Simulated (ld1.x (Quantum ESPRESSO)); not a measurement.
An all-electron radial function and its pseudo partner (Li)

Columns: radius, all-electron u(r) and pseudo u(r) of the 2s shell (level -2.87 eV) of lithium in the configuration 1s2 2s1 2p0; PBE, scalar-relativistic, ultrasoft scheme, ld1.x (Quantum ESPRESSO) 7.5.

```csv
r (bohr),all-electron,pseudo
0.225,0.1818,0.2951
0.450,0.1627,0.3620
0.675,0.0746,0.2058
0.900,-0.0313,0.0032
1.125,-0.1342,-0.1329
1.350,-0.2256,-0.2256
1.575,-0.3026,-0.3026
1.800,-0.3654,-0.3654
2.025,-0.4167,-0.4167
2.250,-0.4570,-0.4570
2.475,-0.4863,-0.4863
2.700,-0.5058,-0.5058
2.925,-0.5164,-0.5164
3.150,-0.5193,-0.5193
3.375,-0.5157,-0.5157
3.600,-0.5067,-0.5067
3.825,-0.4932,-0.4932
4.050,-0.4762,-0.4762
4.275,-0.4566,-0.4566
4.500,-0.4352,-0.4352
4.725,-0.4127,-0.4127
4.950,-0.3896,-0.3896
5.175,-0.3664,-0.3664
5.400,-0.3434,-0.3434
5.625,-0.3210,-0.3210
5.850,-0.2992,-0.2992
```

Q: How many radial nodes do the two functions have?

A: The all-electron 2s function has n − l − 1 = 1; the pseudo-wave has 1, since 1 lower shell of the same l stays in the valence.

Q: At about which radius was the pseudo-wave matched?

A: 1.30 bohr, where the columns begin to agree (steps of 0.23 bohr).

Q: Is the pseudo-wave norm-conserving?

A: No, it belongs to an ultrasoft set: the norm inside the radius is not constrained, and the difference is carried by the augmentation charge.
